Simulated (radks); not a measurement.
Results of a calculation; reference values are marked as such.
Effect of the nuclear size on the iodine ion I2+, [Kr] 4d10 5s2 5p3. Code: a radial shooting solver on a logarithmic mesh with Libxc functionals. Model: Dirac Kohn-Sham, LDA (Slater exchange, Perdew-Wang correlation), spin-unpolarised, spherical densities, finite nucleus; open shells are shared between the two j in proportion to 2j + 1; Fermi nuclear charge, rms radius 4.75 fm. The rms radius is varied about that value; shifts are against it.

| rms radius (fm) | total energy shift (eV) | density at nucleus (e/bohr^3) | 1s1/2 shift (meV) | 2s1/2 shift (meV) | 4p1/2 shift (meV) | 5s1/2 shift (meV) | 5p1/2 shift (meV) | 5p3/2 shift (meV) | 6s1/2 (empty) shift (meV) |
|---|---|---|---|---|---|---|---|---|---|
| 4.1562 | -1.38 | 2.538e+05 | -579 | -67.8 | 0.228 | -0.378 | 0.057 | 0.062 | -0.081 |
| 4.6075 | -0.346 | 2.493e+05 | -145 | -17.0 | 0.057 | -0.095 | 0.014 | 0.016 | -0.020 |
| 4.75 | 0 | 2.48e+05 | 0.000 | 0.000 | 0.000 | 0.000 | 0.000 | 0.000 | 0.000 |
| 5.0968 | 0.878 | 2.45e+05 | 367 | 43.0 | -0.144 | 0.240 | -0.036 | -0.039 | 0.051 |
| 5.5005 | 1.96 | 2.418e+05 | 822 | 96.3 | -0.323 | 0.537 | -0.080 | -0.088 | 0.115 |

Slopes of the eigenvalues against <r^2> in GHz/fm^2, as finite differences over the two radii next to the reference (eigenvalue slopes, not the field-shift constants of lines): 1s1/2 26100, 2s1/2 3060, 4p1/2 -10.2, 5s1/2 17.0, 5p1/2 -2.55, 5p3/2 -2.79, 6s1/2 (empty) 3.64.
